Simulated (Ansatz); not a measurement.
Mulliken charges of CH5ClNNbO, SMILES `[CH3][Nb]([NH2])(=[O])[Cl]` from r2SCAN/def2-TZVPP in Ansatz (PBE0-D4/def2-TZVP geometry).

| atom | x (Å) | y (Å) | z (Å) | charge (e) |
| --- | --- | --- | --- | --- |
| C1 | -1.512 | -0.377 | 0.163 | -0.390 |
| Nb2 | 0.301 | 0.635 | -0.398 | 1.198 |
| N3 | 1.768 | -0.483 | 0.240 | -0.579 |
| O4 | 0.343 | 0.551 | -2.082 | -0.497 |
| Cl5 | 0.256 | 2.789 | 0.450 | -0.355 |
| H6 | -2.357 | 0.224 | -0.193 | 0.091 |
| H7 | -1.587 | -0.475 | 1.251 | 0.076 |
| H8 | -1.585 | -1.368 | -0.290 | 0.090 |
| H9 | 2.055 | -0.540 | 1.208 | 0.173 |
| H10 | 2.402 | -1.007 | -0.346 | 0.193 |

Problem. By hand: the dipole of these point charges (1 e Å = 4.8032 D).

Solution. Σ q r = (0.007, -0.503, 0.389) e Å, of length 0.636 e Å = 3.05 D.

Problem. How does the dipole of the full density compare? (An estimate is asked.)

Solution. Ansatz gave: (0.255, -0.479, 0.466) e Å, 3.44 D; the point charges give 0.89 times that, at 21° from its direction.

Point charges leave out the atoms' own dipoles, such as those of lone pairs, and Mulliken's split depends on the basis, so the two needn't agree.
